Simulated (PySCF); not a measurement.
H4BClO2Si, SMILES OB(O)[SiH2]Cl at its PBE0/def2-SVP optimised geometry (Å):

```
9

Si    -1.1010    -0.2854     0.0000
Cl    -1.5996    -1.2199     1.8125
B      0.9461    -0.2854     0.0000
O      1.7333     0.2097    -0.9878
O      1.5680    -0.8226     1.0713
H     -1.7324     1.0694     0.0000
H     -1.7333    -1.0694    -1.1044
H      1.2575     0.5845    -1.7321
H      0.9439    -1.1555     1.7291
```

Level of theory: PBE0/def2-TZVP (PySCF). Cells within 0.4 Å of a nucleus heavier than hydrogen are left out (blank, or x).

Map of the deformation density (molecule minus spherical neutral atoms) (e/bohr³) on the plane z = 0.8 Å:

```
|11111111111111111111111111111|
|11111111111111111111111111111|
|11111111111111111111111111111|
|11111111111111111111111111111|
|11111111111111111111111111111|
|11111111111111111111111111111|
|11111111111111111111111111111|
|11111111111111111111111111111|
|11111111111111111111111111111|
|11111111111111111111111111111|
|11111111111111111111111111111|
|11111111221111111111111111111|
|11111111211011111001111111111|
|11111111110001110001111111111|
|11111111100001211133211111111|
|11111111121011211378411111111|
|1111111233321111149xx21111111|
|1111111244421111136xx52111111|
|11111122343211101236852211111|
|11111112222211111123332211111|
|11111112222111111112222111111|
|11111111111111111111111111111|
|11111111111111111111111111111|
|11111111111111111111111111111|
|11111111111111111111111111111|
|11111111111111111111111111111|
|11111111111111111111111111111|
|11111111111111111111111111111|
|11111111111111111111111111111|
```
Scale: ten equal steps from -0.014 (start of '0') to 0.062 (end of '9'), in the order '0123456789'; x runs from -4.00 to 4.00, y from -4.00 (bottom) to 4.00 (top).
